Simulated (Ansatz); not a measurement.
Program: Ansatz. Geometries: PBE0-D4/def2-TZVP. ΔE: electronic, gas phase. CCSD(T)/CBS adds triple-zeta CCSD(T) − MP2 to the extrapolated MP2 energy (def2 sets, frozen cores). This one scheme is used for every species. DFT in def2-TZVPP. B3LYP here is the variant with VWN-RPA as its local correlation; programs differ in this. HSE06 is defined as in plane-wave codes. One conformer a species, not always the lowest.

Reaction (ligand exchange at the Si–S bond): `CN[SiH](F)S` + CH₃OH → `CN[SiH](F)OC` + H₂S

```
             level  ΔE (kJ/mol)  difference from CCSD(T)/CBS
           BLYP-D4        -53.5                          0.4
            B97M-V        -53.5                          0.4
          B3LYP-D4        -56.0                         -2.1
          BHLYP-D4        -61.0                         -7.1
           ωB97X-V        -54.4                         -0.5
            B2PLYP        -57.8                         -3.9
               PBE        -41.2                         12.7
              BLYP        -55.0                         -1.1
           r2SCANh        -51.8                          2.1
             HSE06        -44.6                          9.3
         CAM-B3LYP        -63.1                         -9.2
RPA@PBE/def2-TZVPP        -59.6                         -5.7
       HF/def2-SVP        -63.1                         -9.2
  CCSD(T)/def2-SVP        -57.2                         -3.3
     HF/def2-QZVPP        -71.3                        -17.4
    CCSD/CBS(def2)        -56.6                         -2.7
       CCSD(T)/CBS        -53.9                            0
```

Question: What do rigid-rotor, harmonic-oscillator terms from PBE0-D4/def2-TZVP frequencies (298.15 K, 1 bar) make of the CCSD(T)/CBS value? (An estimate is asked.)

Answer: Computed: ΔZPE = -8.5 kJ/mol, ΔH = -60.3 kJ/mol, ΔS = -2 J/(mol·K), ΔG = -59.7 kJ/mol.

Largest T1 diagnostic among the species: 0.011.

From BLYP to BHLYP (50 % exact exchange), in def2-TZVPP and without D4, ΔE moves by −8.2 kJ/mol. At CCSD(T), def2-SVP lies −3.3 kJ/mol from the extrapolated value and def2-TZVPP −3.5 kJ/mol. In def2-TZVPP, CCSD(T) changes the Hartree–Fock value by +12.4 kJ/mol (the triples alone add +2.7 kJ/mol) and MP2 by +15.7 kJ/mol.

CCSD(T)/CBS has its own doubt, a few kJ/mol and more with outer-core shells, so smaller differences from it don't rank the levels.
